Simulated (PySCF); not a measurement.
Field gradients at the hydrogen positions

C₆H₁₁PSi.
Z-matrix (Å and degrees, GFN2-xTB geometry), rows numbered from 1:
```
Si
C   1  1.9059
P   2  1.8593  1  117.88
C   3  1.8122  2  100.35  1   -48.45
C   4  1.3255  3  122.61  2   134.01
C   5  1.4999  4  123.86  3    -3.58
C   6  1.4997  5  112.52  4   -32.67
C   7  1.3254  6  123.86  5    32.74
H   1  1.4627  2  110.52  3   -59.52
H   1  1.4665  2  106.83  3  -178.65
H   1  1.4630  2  110.42  3    62.29
H   2  1.0937  1  110.17  3  -121.55
H   2  1.0937  1  110.28  3   121.69
H   4  1.0827  3  115.90  2   -50.34
H   5  1.0828  4  120.45  3   177.26
H   6  1.0974  5  108.87  4    88.26
H   6  1.0926  5  109.69  4  -155.07
H   7  1.0828  6  115.66  5  -146.28
H   8  1.0825  3  115.93  2    49.93
```

Level: PBE0/pcSseg-1 (PySCF, non-relativistic); Q(2H) = 0.00286 b; rigid geometry, the same for H and D, with no vibrational averaging.

Problem. Rank these positions by the coupling χzz of a deuteron there, largest first.
A. H13 (methylene hydrogen)
B. H15 (vinylic hydrogen)
C. H16 (methylene hydrogen)
D. H10 (Si–H hydrogen)

Solution. B (218 kHz), A (208 kHz), C (199 kHz), D (108 kHz).

Problem. What are Vzz, η and χzz (234.96 MHz × Q × Vzz) at all hydrogens?

Solution. 
| atom | bonded to | bond length (Å) | Vzz (au) | η | χzz (kHz) |
| --- | --- | --- | --- | --- | --- |
| H9 | Si1 | 1.463 | 0.1643 | 0.03 | 110 |
| H10 | Si1 | 1.466 | 0.1614 | 0.00 | 108 |
| H11 | Si1 | 1.463 | 0.1642 | 0.03 | 110 |
| H12 | C2 | 1.094 | 0.3102 | 0.03 | 208 |
| H13 | C2 | 1.094 | 0.3102 | 0.03 | 208 |
| H14 | C4 | 1.083 | 0.3274 | 0.06 | 220 |
| H15 | C5 | 1.083 | 0.3241 | 0.06 | 218 |
| H16 | C6 | 1.097 | 0.2961 | 0.01 | 199 |
| H17 | C6 | 1.093 | 0.3007 | 0.04 | 202 |
| H18 | C7 | 1.083 | 0.3242 | 0.06 | 218 |
| H19 | C8 | 1.083 | 0.3278 | 0.06 | 220 |

Problem. Average by the element that carries the hydrogen.

Solution. on Si: 110 kHz over 3 positions, mean bond length 1.464 Å; on C: 212 kHz over 8 positions, mean bond length 1.089 Å.

Problem. Give the 2H NMR doublet splittings at H18 for a magnetic field along the z, y and x axes of the gradient: 3χ/2, 3χ(1 + η)/4, 3χ(1 − η)/4.

Solution. With |χ| = 217.9 kHz and η = 0.062: 327, 174 and 153 kHz, to first order and without motion.

Geometry: GFN2-xTB, one conformer, isolated molecule. GFN2-xTB bond lengths can be off by several hundredths of an ångström, more for odd bonds, and the gradients follow them. A larger basis could move these couplings by a tenth or more.
